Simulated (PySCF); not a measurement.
# Core binding energy against partial charge

Species: C₆H₉BO₂.
SMILES with atom numbers: `[BH2-:1]1[O:2][CH:3]=[CH:4][C:5]([CH:6]2[CH2:7][CH2:8]2)=[O+:9]1`

Cartesian coordinates in Å at the PBE0-D3(BJ)/def2-SVP level; atoms count from 1:
```xyz
18
C6H9BO2 angstrom
B     -1.910   -1.269   -0.470
O     -2.782   -0.373    0.402
C     -2.393    0.821    0.604
C     -1.111    1.276    0.330
C     -0.133    0.296    0.081
C      1.300    0.606    0.121
C      2.260   -0.476    0.569
C      2.204   -0.114   -0.864
O     -0.457   -0.922   -0.130
H     -2.110   -2.428   -0.178
H     -2.104   -0.956   -1.639
H     -3.134    1.486    1.073
H     -0.831    2.309    0.530
H      1.543    1.640    0.371
H      1.805   -1.422    0.872
H      3.113   -0.148    1.168
H      1.706   -0.809   -1.545
H      3.014    0.475   -1.300
```

Binding energies: delta-SCF UKS SCAN, pcX-2 on the ionised atom, pcseg-1 elsewhere, spin-free X2C (PySCF 2.14.0). Charges: PBE0/pcSseg-1 ground-state density, for the ionised atom.

```json
{"atom": "C4", "environment": "alkene CH carbon", "C 1s (eV)": "290.49", "Mulliken (e)": "-0.283", "IAO (e)": "-0.345", "Hirshfeld (e)": "-0.118", "ESP (e)": "-0.734"}
{"atom": "C7", "environment": "three-membered-ring carbon", "C 1s (eV)": "291.16", "Mulliken (e)": "-0.161", "IAO (e)": "-0.263", "Hirshfeld (e)": "-0.072", "ESP (e)": "-0.283"}
{"atom": "C6", "environment": "three-membered-ring carbon", "C 1s (eV)": "291.38", "Mulliken (e)": "-0.332", "IAO (e)": "-0.167", "Hirshfeld (e)": "-0.045", "ESP (e)": "-0.369"}
{"atom": "C3", "environment": "vinylic carbon bearing oxygen", "C 1s (eV)": "292.92", "Mulliken (e)": "+0.302", "IAO (e)": "+0.206", "Hirshfeld (e)": "+0.117", "ESP (e)": "+0.475"}
{"atom": "C5", "environment": "carbon bonded to 2 C and O", "C 1s (eV)": "293.28", "Mulliken (e)": "+0.396", "IAO (e)": "+0.354", "Hirshfeld (e)": "+0.162", "ESP (e)": "+0.656"}
```

Problem. How well does each charge scheme correlate with the binding energies over these sites?

Solution. Hirshfeld: r = 1.00, slope 9.7 eV per e; ESP: r = 0.99, slope 2.0 eV per e; IAO: r = 0.99, slope 3.9 eV per e; Mulliken: r = 0.95, slope 3.3 eV per e. On 5 points no scheme stands out.

Problem. The point-charge model writes a binding energy as kq + V + constant, with V the potential of the other atoms' charges at the site. What does it give with the ESP charges?

Solution. V = Σ 14.40 eV Å × q/r over all other atoms: +10.59 eV at C4, +2.80 eV at C7, +4.67 eV at C6, -6.98 eV at C3, -9.60 eV at C5. Fitting binding energy − V to q gives k = 16.2 eV per e and leaves an rms residual of 0.40 eV, against 0.13 eV for the fit on q alone. The model has no term for differences in relaxation between sites.

Spin contamination (⟨S²⟩ against 0.75 for a pure doublet) is marked for C 1s of C3 (0.97) and C 1s of C5 (0.93), which makes these values less certain. The structure is a single PBE0-D3(BJ)/def2-SVP conformer in the gas phase; no vibrational or solvent corrections.
